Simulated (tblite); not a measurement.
Compound: C₈H₁₅P.
Numbering: `[CH2:1]=[CH:2][P:3](/[CH:4]=[CH:5]/[CH3:6])[CH2:7][CH2:8][CH3:9]` (hydrogens: H10, H11 on C1; H12 on C2; H13 on C4; H14 on C5; H15, H16, H17 on C6; H18, H19 on C7; H20, H21 on C8; H22, H23, H24 on C9)

Computed with GFN2-xTB (tblite), gas phase: L-BFGS steps from a force-field or distance-geometry start until the largest atomic force falls under 0.01 eV/Å.

Step 35: E = -740.8569 eV
```
atom  x, y, z in Å  |  force x, y, z in eV/Å
C1      0.8066   -3.0170   -0.5489    0.034  -0.017   0.004
C2     -0.1050   -2.5032    0.2585    0.011  -0.023  -0.001
P3     -0.1205   -0.8285    0.9697   -0.034   0.025   0.016
C4      1.1974   -0.0290    0.0088    0.032  -0.014  -0.020
C5      2.2680    0.4880    0.5963    0.034  -0.035  -0.001
C6      3.4091    1.1177   -0.1264    0.008  -0.002   0.021
C7     -1.5655   -0.2439   -0.0524   -0.067   0.130   0.024
C8     -1.8273    1.2366    0.2056   -0.038   0.057  -0.021
C9     -3.1108    1.6983   -0.4739    0.015  -0.048  -0.012
H10     0.7505   -4.0360   -0.8953   -0.010  -0.045  -0.024
H11     1.6511   -2.4454   -0.8959    0.030   0.017   0.037
H12    -0.9372   -3.1043    0.6103    0.017  -0.028  -0.040
H13     1.0781    0.0245   -1.0694   -0.010  -0.040  -0.004
H14     2.3585    0.4433    1.6759    0.000  -0.003  -0.058
H15     3.2633    1.0864   -1.2039   -0.015   0.003   0.007
H16     3.5345    2.1529    0.1838   -0.025   0.073   0.020
H17     4.3312    0.5951    0.1223    0.049  -0.032  -0.018
H18    -2.4382   -0.8332    0.2419   -0.014   0.000   0.030
H19    -1.3798   -0.4286   -1.1165    0.035   0.002   0.054
H20    -1.9004    1.4040    1.2834   -0.005  -0.004  -0.004
H21    -0.9840    1.8297   -0.1602   -0.001  -0.048   0.015
H22    -3.0518    1.5109   -1.5440   -0.020   0.049  -0.031
H23    -3.9576    1.1390   -0.0804   -0.035   0.072  -0.003
H24    -3.2819    2.7624   -0.3145    0.010  -0.091   0.008
```

Step 36: E = -740.8590 eV
```
atom  x, y, z in Å  |  force x, y, z in eV/Å
C1      0.8074   -3.0131   -0.5478    0.041  -0.028   0.003
C2     -0.1105   -2.5012    0.2530   -0.008  -0.013   0.026
P3     -0.1206   -0.8320    0.9759   -0.046   0.067  -0.015
C4      1.1985   -0.0307    0.0151    0.021  -0.020  -0.015
C5      2.2720    0.4844    0.5993    0.024  -0.027  -0.008
C6      3.4082    1.1177   -0.1278    0.019   0.011   0.000
C7     -1.5660   -0.2415   -0.0470   -0.031   0.065   0.037
C8     -1.8258    1.2396    0.2044   -0.015   0.013  -0.001
C9     -3.1097    1.6938   -0.4772    0.009  -0.026  -0.006
H10     0.7436   -4.0293   -0.9004    0.018  -0.050  -0.046
H11     1.6611   -2.4443   -0.8787    0.005  -0.008   0.038
H12    -0.9513   -3.1001    0.5901    0.037  -0.012  -0.048
H13     1.0749    0.0252   -1.0628   -0.006  -0.042   0.005
H14     2.3664    0.4393    1.6776    0.004  -0.009  -0.029
H15     3.2541    1.0843   -1.2036   -0.009   0.007  -0.017
H16     3.5322    2.1548    0.1782   -0.036   0.055   0.029
H17     4.3360    0.6007    0.1123    0.028  -0.037  -0.003
H18    -2.4396   -0.8284    0.2525    0.005   0.011   0.010
H19    -1.3786   -0.4341   -1.1106    0.013   0.018   0.088
H20    -1.8983    1.4117    1.2818   -0.005  -0.003  -0.017
H21    -0.9809    1.8281   -0.1646   -0.012  -0.028   0.013
H22    -3.0432    1.5142   -1.5489   -0.038   0.061  -0.001
H23    -3.9543    1.1256   -0.0895   -0.011   0.083  -0.020
H24    -3.2872    2.7551   -0.3067   -0.007  -0.086  -0.023
```

Step 37: E = -740.8600 eV
```
atom  x, y, z in Å  |  force x, y, z in eV/Å
C1      0.8096   -3.0110   -0.5473   -0.057  -0.042   0.062
C2     -0.1124   -2.5003    0.2498    0.079   0.059   0.003
P3     -0.1222   -0.8324    0.9748   -0.028   0.092  -0.043
C4      1.2029   -0.0365    0.0144   -0.008  -0.025   0.008
C5      2.2761    0.4785    0.5988    0.012  -0.010  -0.016
C6      3.4098    1.1175   -0.1261    0.037   0.022  -0.023
C7     -1.5699   -0.2375   -0.0468    0.017  -0.040   0.052
C8     -1.8290    1.2418    0.2037    0.013  -0.032   0.009
C9     -3.1115    1.6937   -0.4790    0.053  -0.007  -0.004
H10     0.7476   -4.0266   -0.8958    0.017  -0.111  -0.077
H11     1.6599   -2.4426   -0.8751    0.109   0.055   0.000
H12    -0.9500   -3.0977    0.5842   -0.064  -0.087  -0.010
H13     1.0817    0.0156   -1.0633   -0.014  -0.035  -0.016
H14     2.3684    0.4366    1.6757    0.006  -0.017   0.031
H15     3.2505    1.0855   -1.2005    0.001   0.012  -0.052
H16     3.5285    2.1561    0.1801   -0.034   0.021   0.032
H17     4.3428    0.6048    0.1064   -0.001  -0.026   0.011
H18    -2.4415   -0.8254    0.2586    0.011   0.017  -0.008
H19    -1.3829   -0.4352   -1.1100   -0.002   0.033   0.099
H20    -1.9020    1.4112    1.2810   -0.012   0.014  -0.001
H21    -0.9809    1.8257   -0.1627   -0.010   0.012  -0.002
H22    -3.0449    1.5165   -1.5501   -0.035   0.049  -0.028
H23    -3.9559    1.1299   -0.0911   -0.061   0.022  -0.001
H24    -3.2864    2.7517   -0.3051   -0.030   0.023  -0.027
```

Question: Estimate the geometry and energy of step 38. (The exact step hangs on the optimiser's Hessian estimate; all steps are aligned on step 37, rigid shifts and turns removed.)

Answer: E = -740.8615 eV, largest force 0.085 eV/Å
```
atom  x, y, z in Å  |  force x, y, z in eV/Å
C1      0.8097   -3.0102   -0.5462    0.004  -0.035   0.024
C2     -0.1149   -2.4985    0.2475    0.018   0.016   0.022
P3     -0.1229   -0.8323    0.9796   -0.008   0.055  -0.029
C4      1.2019   -0.0356    0.0195   -0.003  -0.019   0.001
C5      2.2779    0.4777    0.6008    0.007  -0.005  -0.023
C6      3.4090    1.1180   -0.1282    0.026   0.021  -0.028
C7     -1.5691   -0.2363   -0.0415    0.030  -0.066   0.045
C8     -1.8266    1.2432    0.2031    0.015  -0.038   0.026
C9     -3.1092    1.6897   -0.4810    0.000   0.021  -0.007
H10     0.7416   -4.0249   -0.9033    0.036  -0.035  -0.053
H11     1.6688   -2.4425   -0.8636    0.018  -0.017   0.028
H12    -0.9612   -3.0954    0.5705    0.010  -0.026  -0.031
H13     1.0754    0.0187   -1.0579   -0.002  -0.034  -0.006
H14     2.3744    0.4348    1.6774    0.005  -0.020   0.026
H15     3.2452    1.0838   -1.2025    0.009   0.017  -0.032
H16     3.5264    2.1583    0.1761   -0.031  -0.012   0.026
H17     4.3432    0.6053    0.1018   -0.014  -0.008   0.008
H18    -2.4411   -0.8231    0.2643    0.007   0.019  -0.007
H19    -1.3794   -0.4382   -1.1030   -0.012   0.034   0.077
H20    -1.8982    1.4164    1.2800   -0.018   0.019  -0.005
H21    -0.9786    1.8249   -0.1665   -0.011   0.019  -0.003
H22    -3.0388    1.5200   -1.5537   -0.040   0.044  -0.002
H23    -3.9535    1.1201   -0.0976   -0.022   0.033  -0.019
H24    -3.2918    2.7459   -0.3011   -0.026   0.018  -0.036
```

The energy changes by -0.0014 eV. The first-order estimate −F·Δx gives -0.0023 eV and the mean of the old and new forces, exact on a quadratic surface, -0.0015 eV. The step makes an angle of 80° with the force vector and moves no atom by more than 0.018 Å.

What follows is the cost of the whole relaxation. Hardware: one thread, Arm Neoverse V2 (aarch64), no GPU (shared host). Cost: 0.75 s.
